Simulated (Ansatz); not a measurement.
All values below come from frozen-core CCSD(T)/cc-pVTZ // PBE0-D3(BJ)/def2-TZVP (Ansatz, a program for electronic structure).

Ansatz 0.2 input:
```yaml
crystal:
  periodic: [false, false, false]
  atoms:
    - { symbol: F, position_ang: [1.423834, -0.274538, -0.000004] }
    - { symbol: Al, position_ang: [-0.000477, 0.551541, -0.000001] }
    - { symbol: F, position_ang: [-1.423357, -0.277002, 0.000006] }
basis:
  gaussian: { orbitals: cc-pVTZ }
correlation:
  method: ccsd_t
magnetization:
  spin_polarized: true
  initial_magnetization: 1
```

Output:

```
Functional definition: HF
593 factors; integrals over basis functions are off by at most 8.5e-4 eV
mean field evaluation 1: about -11997.0838 eV, gradient 2.9e1 eV
mean field evaluation 2: about -11997.0980 eV, gradient 2.9e1 eV
mean field evaluation 4: about -12000.2972 eV, gradient 2.0e0 eV
mean field evaluation 8: about -12000.3927 eV, gradient 1.3e-1 eV
mean field evaluation 16: about -12000.3584 eV, gradient 8.2e-1 eV
mean field -12000.39289178 eV, -441.0063046144 hartree, gradient 2.2e-6 eV, S^2 0.751316; 0 other end points of the search recorded, 0 dependent functions left out
7 core orbitals not correlated
reference -12000.39289178 eV, -441.0063046144 hartree; 9, 8 occupied and 78, 79 virtual orbitals, 593 factors
second order -15.24780214 eV of doubles, -0.00000000 eV of singles
cycle   1  -14.84772324 eV  change    4.0e-1 eV  update   8.5e-2
cycle   2  -15.13986416 eV  change   -2.9e-1 eV  update   2.6e-2
cycle   3  -15.22043620 eV  change   -8.1e-2 eV  update   1.5e-2
cycle   4  -15.20889011 eV  change    1.2e-2 eV  update   4.1e-3
cycle   5  -15.20481702 eV  change    4.1e-3 eV  update   1.7e-3
cycle   6  -15.20594288 eV  change   -1.1e-3 eV  update   5.8e-4
cycle   7  -15.20608891 eV  change   -1.5e-4 eV  update   2.2e-4
cycle   8  -15.20607423 eV  change    1.5e-5 eV  update   7.4e-5
cycle   9  -15.20609321 eV  change   -1.9e-5 eV  update   3.2e-5
cycle  10  -15.20608721 eV  change    6.0e-6 eV  update   9.4e-6
perturbative correction -0.44227217 eV, -0.0162532024 hartree
Total energy: -12016.04125115 eV, -441.5813712145 hartree
```

Cost: around 15 core-seconds (rough).
